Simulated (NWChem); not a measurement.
System: GeSiH$_{3}$I, singlet; SMILES [Ge]([I])[SiH3]

Input file for NWChem:

```
start job
memory heap 200 mb stack 900 mb global 1100 mb
geometry units angstroms noautoz
  Ge     0.838215    -0.926285    -0.541151
  I     -0.154891     1.115402     0.642366
  Si    -1.171587    -2.315430    -0.088456
  H     -1.023042    -3.699336    -0.646127
  H     -2.377440    -1.683914    -0.712950
  H     -1.390935    -2.425072     1.388951
end
basis spherical
  Ge library def2-svp
  I library def2-svp
  Si library def2-svp
  H library def2-svp
end
ecp
  I library def2-ecp
end
dft
  xc mpw1k
  iterations 150
  mulliken
end
task dft energy
```

Output (shortened):

```
             Northwest Computational Chemistry Package (NWChem) 7.3.0
             --------------------------------------------------------

 CS  symmetry detected

                             Geometry "geometry" -> ""
                             -------------------------

 Output coordinates in angstroms (scale by  1.889725989 to convert to a.u.)

  No.       Tag          Charge          X              Y              Z
 ---- ---------------- ---------- -------------- -------------- --------------
    1 Ge                  32.0000     0.91947194    -1.02702199     0.00000000
    2 I                   53.0000    -0.10983855     1.31732818     0.00000000
    3 Si                  14.0000    -1.30522520    -2.13367610     0.00000000
    4 H                    1.0000    -1.17848668    -3.62772920     0.00000000
    5 H                    1.0000    -2.07500960    -1.72724754    -1.21865605
    6 H                    1.0000    -2.07500960    -1.72724754     1.21865605

 Effective nuclear repulsion energy (a.u.)     604.4610679545

      Symmetry information
      --------------------

 Group name             Cs
 Group number              2
 Group order               2
 No. of unique centers     5

                                 NWChem DFT Module
                                 -----------------

 Summary of "ao basis" -> "ao basis" (spherical)
 ------------------------------------------------------------------------------
       Tag                 Description            Shells   Functions and Types
 ---------------- ------------------------------  ------  ---------------------
 Ge                         def2-svp                12       32   5s4p3d
 I                          def2-svp                10       26   4s4p2d
 Si                         def2-svp                 8       18   4s3p1d
 H                          def2-svp                 3        5   2s1p

      Symmetry analysis of basis
      --------------------------

        a'         62
        a"         29

            General Information
            -------------------
          SCF calculation type: DFT
          Wavefunction type:  closed shell.
          No. of atoms     :     6
          No. of electrons :    74
           Alpha electrons :    37
            Beta electrons :    37
          Charge           :     0
          Spin multiplicity:     1
          Use of symmetry is: on ; symmetry adaption is: on
          Maximum number of iterations: 150
          AO basis - number of functions:    91
                     number of shells:    39
          Convergence on energy requested:  1.00D-06
          Convergence on density requested:  1.00D-05
          Convergence on gradient requested:  5.00D-04

              XC Information
              --------------
                        MPW1K Method XC Functional
                     Hartree-Fock (Exact) Exchange  0.428
                        mPW91  Exchange Functional  0.572
                Perdew 1991 Correlation Functional  1.000 non-local
            Perdew 1991 LDA Correlation Functional  1.000 local

             Grid Information
             ----------------
          Grid used for XC integration:  medium
          Radial quadrature: Mura-Knowles
          Angular quadrature: Lebedev.
          Tag              B.-S. Rad. Rad. Pts. Rad. Cut. Ang. Pts.
          ---              ---------- --------- --------- ---------
          Ge                  1.25      112          10.0       590
          I                   1.40      123          12.0       590
          Si                  1.10       88          11.0       590
          H                   0.35       45          13.0       434
          Grid pruning is: on
          Number of quadrature shells:   413
          Spatial weights used:  Erf1

      Superposition of Atomic Density Guess
      -------------------------------------

 Sum of atomic energies:       -2712.40699160

      Non-variational initial energy
      ------------------------------

 Total energy =   -2662.357605
 1-e energy   =   -4516.802913
 2-e energy   =    1502.648272
 HOMO         =      -0.200382
 LUMO         =      -0.078093

      Symmetry analysis of molecular orbitals - initial
      -------------------------------------------------

  Numbering of irreducible representations:

     1 a'          2 a"

  Orbital symmetries:

     1 a'          2 a'          3 a'          4 a'          5 a'
     6 a"          7 a'          8 a'          9 a'         10 a'
    11 a'         12 a"         13 a'         14 a'         15 a"
    16 a"         17 a'         18 a'         19 a'         20 a'
    21 a"         22 a'         23 a"         24 a'         25 a'
    26 a"         27 a'         28 a"         29 a'         30 a'
    31 a'         32 a'         33 a"         34 a'         35 a"
    36 a'         37 a'         38 a"         39 a'         40 a'
    41 a'         42 a"         43 a'         44 a'         45 a'
    46 a'         47 a'

     ---------------------------------------------
      Total Density - Mulliken Population Analysis
     ---------------------------------------------

    Atom       Charge   Shell Charges
 -----------   ------   -------------------------------------------------------
    1 Ge  32    31.38   2.00  2.00  2.00  1.35  0.56  6.00  5.98  0.66  0.76  8.14  1.80  0.12
    2 I   25    25.44   1.83  0.22  1.23  0.67  2.92  3.13  2.67  2.74  9.82  0.20
    3 Si  14    13.99   2.00  1.99  1.05  0.33  5.94  1.17  1.42  0.09
    4 H    1     1.08   0.70  0.37  0.01
    5 H    1     1.06   0.69  0.36  0.01
    6 H    1     1.06   0.69  0.36  0.01

   convergence    iter        energy       DeltaE   RMS-Dens  Diis-err
 ---------------- ----- ----------------- --------- --------- ---------
 d= 0,ls=0.0,diis     1  -2665.8888029475 -3.02D+03  1.29D-02  1.90D-01
 d= 0,ls=0.0,diis     2  -2665.8918820916 -3.08D-03  6.55D-03  1.92D-01
 d= 0,ls=0.0,diis     3  -2665.9315631904 -3.97D-02  1.09D-03  1.17D-02
 d= 0,ls=0.0,diis     4  -2665.9329471662 -1.38D-03  2.39D-04  6.66D-04
 d= 0,ls=0.0,diis     5  -2665.9330261111 -7.89D-05  7.88D-05  1.67D-05
  Resetting Diis
 d= 0,ls=0.0,diis     6  -2665.9330291669 -3.06D-06  2.47D-05  2.50D-06
 d= 0,ls=0.0,diis     7  -2665.9330295468 -3.80D-07  9.01D-06  1.09D-07

         Total DFT energy =    -2665.933029546827
      One electron energy =    -4517.693168973482
           Coulomb energy =     1623.567467776513
    Exchange-Corr. energy =     -123.604363686971
 Nuclear repulsion energy =      351.797035337113

 Numeric. integr. density =       74.000004615552

                  Occupations of the irreducible representations
                  ----------------------------------------------

                     irrep           alpha         beta
                     --------     --------     --------
                     a'               27.0         27.0
                     a"               10.0         10.0

                       DFT Final Molecular Orbital Analysis
                       ------------------------------------

 Vector   35  Occ=2.000000D+00  E=-3.280773D-01  Symmetry=a'
              MO Center=  1.1D-01,  4.8D-01,  5.3D-12, r^2= 4.2D+00
   Bfn.  Coefficient  Atom+Function         Bfn.  Coefficient  Atom+Function
  ----- ------------  ---------------      ----- ------------  ---------------
    44      0.409829  2 I  py                47      0.346638  2 I  py
    43      0.311625  2 I  px                46      0.277473  2 I  px
     4      0.240857  1 Ge s                 12      0.177322  1 Ge px
    41     -0.166013  2 I  py                15      0.162888  1 Ge px
     3     -0.134620  1 Ge s                 38     -0.135228  2 I  py

 Vector   36  Occ=2.000000D+00  E=-3.244923D-01  Symmetry=a"
              MO Center= -5.5D-02,  1.1D+00, -5.1D-12, r^2= 2.5D+00
   Bfn.  Coefficient  Atom+Function         Bfn.  Coefficient  Atom+Function
  ----- ------------  ---------------      ----- ------------  ---------------
    45      0.575123  2 I  pz                48      0.511485  2 I  pz
    42     -0.234036  2 I  pz                39     -0.190336  2 I  pz
    17      0.123423  1 Ge pz                14      0.110720  1 Ge pz
    11     -0.064699  1 Ge pz                82      0.051976  5 H  s
    87     -0.051976  6 H  s                 71     -0.039933  3 Si pz

 Vector   37  Occ=2.000000D+00  E=-2.662644D-01  Symmetry=a'
              MO Center=  2.4D-01, -5.6D-01, -5.4D-14, r^2= 5.0D+00
   Bfn.  Coefficient  Atom+Function         Bfn.  Coefficient  Atom+Function
  ----- ------------  ---------------      ----- ------------  ---------------
    46      0.359106  2 I  px                43      0.355452  2 I  px
    12     -0.311715  1 Ge px                 4     -0.287013  1 Ge s
    15     -0.285647  1 Ge px                69      0.218872  3 Si px
     5     -0.208625  1 Ge s                 66      0.201728  3 Si px
     9      0.170701  1 Ge px                 3      0.159873  1 Ge s

 Vector   38  Occ=0.000000D+00  E=-1.089304D-01  Symmetry=a"
              MO Center=  6.6D-01, -8.9D-01, -8.4D-16, r^2= 3.7D+00
   Bfn.  Coefficient  Atom+Function         Bfn.  Coefficient  Atom+Function
  ----- ------------  ---------------      ----- ------------  ---------------
    17      0.647256  1 Ge pz                14      0.428760  1 Ge pz
    48     -0.257515  2 I  pz                11     -0.242782  1 Ge pz
    45     -0.194935  2 I  pz                83      0.143507  5 H  s
    88     -0.143507  6 H  s                 71      0.109270  3 Si pz
    42      0.079879  2 I  pz                 8      0.078551  1 Ge pz

 Vector   39  Occ=0.000000D+00  E=-1.975648D-02  Symmetry=a'
              MO Center=  5.0D-01, -5.2D-01,  4.4D-14, r^2= 5.4D+00
   Bfn.  Coefficient  Atom+Function         Bfn.  Coefficient  Atom+Function
  ----- ------------  ---------------      ----- ------------  ---------------
    16      0.831908  1 Ge py                47      0.666011  2 I  py
    36     -0.456964  2 I  s                 15     -0.348639  1 Ge px
    13      0.338737  1 Ge py                 4      0.312033  1 Ge s
     5      0.295239  1 Ge s                 46     -0.285433  2 I  px
    44      0.273753  2 I  py                35     -0.216922  2 I  s

 Vector   40  Occ=0.000000D+00  E= 3.640462D-02  Symmetry=a'
              MO Center= -3.3D-02, -1.4D+00,  2.0D-12, r^2= 5.8D+00
   Bfn.  Coefficient  Atom+Function         Bfn.  Coefficient  Atom+Function
  ----- ------------  ---------------      ----- ------------  ---------------
    15      1.046932  1 Ge px                62      0.921493  3 Si s
    69      0.907481  3 Si px                 5     -0.606596  1 Ge s
    70      0.568930  3 Si py                16      0.470429  1 Ge py
     4     -0.407235  1 Ge s                 61      0.294807  3 Si s
    12      0.260502  1 Ge px                 3      0.186781  1 Ge s

     ---------------------------------------------
      Total Density - Mulliken Population Analysis
     ---------------------------------------------

    Atom       Charge   Shell Charges
 -----------   ------   -------------------------------------------------------
    1 Ge  32    31.79   2.00  2.00  2.00  1.49  0.40  6.00  5.97  0.96  0.87  8.11  1.80  0.19
    2 I   25    25.19   1.83  0.22  1.30  0.61  2.93  3.12  2.61  2.53  9.80  0.22
    3 Si  14    13.87   2.00  1.99  1.04  0.27  5.93  1.30  1.21  0.13
    4 H    1     1.06   0.72  0.33  0.01
    5 H    1     1.04   0.72  0.31  0.01
    6 H    1     1.04   0.72  0.31  0.01

     -------------------------------------------
      Total Density - Lowdin Population Analysis
     -------------------------------------------

    Atom       Charge   Shell Charges
 -----------   ------   -------------------------------------------------------
    1 Ge  32    31.95   2.00  2.00  1.97  1.15  0.63  5.99  5.80  1.07  1.15  7.82  2.03  0.33
    2 I   25    25.03   1.25  0.73  1.05  0.82  2.77  3.19  2.52  2.67  9.49  0.55
    3 Si  14    13.78   2.00  1.94  0.69  0.38  5.82  1.32  1.43  0.20
    4 H    1     1.09   0.64  0.43  0.03
    5 H    1     1.07   0.63  0.42  0.03
    6 H    1     1.07   0.63  0.42  0.03

     Multipole analysis of the density
     ---------------------------------

     L   x y z        total         alpha         beta         nuclear
     -   - - -        -----         -----         ----         -------
     0   0 0 0     -0.000000    -37.000000    -37.000000     74.000000

     1   1 0 0      0.237544     -2.787135     -2.787135      5.811814
     1   0 1 0     -0.520190     34.591355     34.591355    -69.702900
     1   0 0 1     -0.000000     -0.000000     -0.000000      0.000000

     2   2 0 0    -46.457761   -132.514285   -132.514285    218.570810
     2   1 1 0     -1.595222    -30.431770    -30.431770     59.268318
     2   1 0 1      0.000000      0.000000      0.000000      0.000000
     2   0 2 0    -44.678926   -308.024306   -308.024306    571.369686
     2   0 1 1      0.000000      0.000000      0.000000      0.000000
     2   0 0 2    -42.893754    -26.750345    -26.750345     10.606936
```

Level: MPW1K/def2-SVP with def2 effective core potentials on I. Low-valent species are run as closed-shell singlets; no triplet was tried in these runs. Geometry: optimised at PBE0/def2-SVP. def2 effective core potentials on I; no spin-orbit coupling.
